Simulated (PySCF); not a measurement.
**Electronic structure of He (helium, neutral) at the UHF level**

Configuration: 1s2, closed-shell 1S. All numbers are calculated (PySCF 2.14, the spin-free X2C one-electron Hamiltonian (Gaussian nucleus), in aug-cc-pVDZ-DK).

```json
{"Total energy": "-2.855797 hartree", "One-electron energy": "-3.8773 hartree", "Hartree (Coulomb) energy": "2.0431 hartree", "Exchange energy": "-1.0215 hartree", "⟨S²⟩": "0.0000", "⟨L²⟩": "0.000", "Sum of ⟨r⟩": "1.864 bohr", "Sum of ⟨r²⟩": "2.394 bohr²", "Langevin diamagnetic susceptibility": "-1.90 ×10⁻⁶ cm³/mol", "Time after the integrals": "0.05 s of wall time on 1 thread of Neoverse-N1 (shared host)"}
```

| shell | electrons | mean orbital energy (eV) | rms radius, mean of both spins (bohr) |
| --- | --- | --- | --- |
| 1s | 2 | -24.956 | 1.09 |
